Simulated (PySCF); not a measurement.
BHCl2, SMILES ClBCl. Coordinates come from a PBE0-D3(BJ)/def2-TZVP optimisation.

Computed equilibrium geometry at PBE0-D3(BJ)/def2-TZVP (PySCF confirms it by a frequency run) as bond lengths and angles, and its point group:
point group C2v.
Atoms: B1 H2 Cl3 Cl4. Bond lengths (Å): B1–H2 1.187, B1–Cl3 1.734, B1–Cl4 1.734. Bond angles (°): H2–B1–Cl3 119.6, H2–B1–Cl4 119.6, Cl3–B1–Cl4 120.7.
Charge 0, spin multiplicity 1.
